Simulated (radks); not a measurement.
Q: The arsenic anion As3-, [Kr], held by a Watson sphere: a shell of charge +3 at radius R that stands for the Madelung well of a crystal (potential energy -3/R inside, -3/r outside, in hartree with lengths in bohr). All-electron calculation, scalar-relativistic Kohn-Sham, LDA (Slater exchange, Perdew-Wang correlation), spin-unpolarised, spherical densities, finite nucleus; Fermi nuclear charge, rms radius of each element as measured or else 0.836 A^(1/3) + 0.57 fm. Program: a radial shooting solver on a logarithmic mesh with Libxc functionals. Response by self-consistent Sternheimer equations with the Hartree and adiabatic LDA kernel, the relativistic mass of each level held fixed and spin-orbit coupling left out. The sphere does not respond.

R (bohr)  e(3d) (eV)  e(4s) (eV)  e(4p) (eV)  <r> 4p (bohr)  sum of <r^2> (bohr^2)  X-ray form factor at sin(theta)/lambda = 0.3 1/angstrom  alpha (bohr^3)
2.76         -38.489     -15.068      -6.662          2.649                  68.51                                                   22.500           51.50
3.23         -37.956     -13.842      -5.783          2.840                  76.72                                                   22.561           72.10
3.67         -37.618     -12.962      -5.054          3.013                  84.73                                                   22.606           98.55
4.31         -37.250     -12.043      -4.176          3.257                  97.06                                                   22.641           153.2
4.97         -36.967     -11.415      -3.476          3.500                  110.8                                                   22.653           235.8
5.25         -36.870     -11.218      -3.231          3.600                  117.0                                                   22.656           281.1

Estimate the row for R = 5.19 bohr.

A: e(3d) (eV) -36.890; e(4s) (eV) -11.257; e(4p) (eV) -3.281; <r> 4p (bohr) 3.579; sum of <r^2> (bohr^2) 115.7; X-ray form factor at sin(theta)/lambda = 0.3 1/angstrom 22.656; alpha (bohr^3) 270.8.
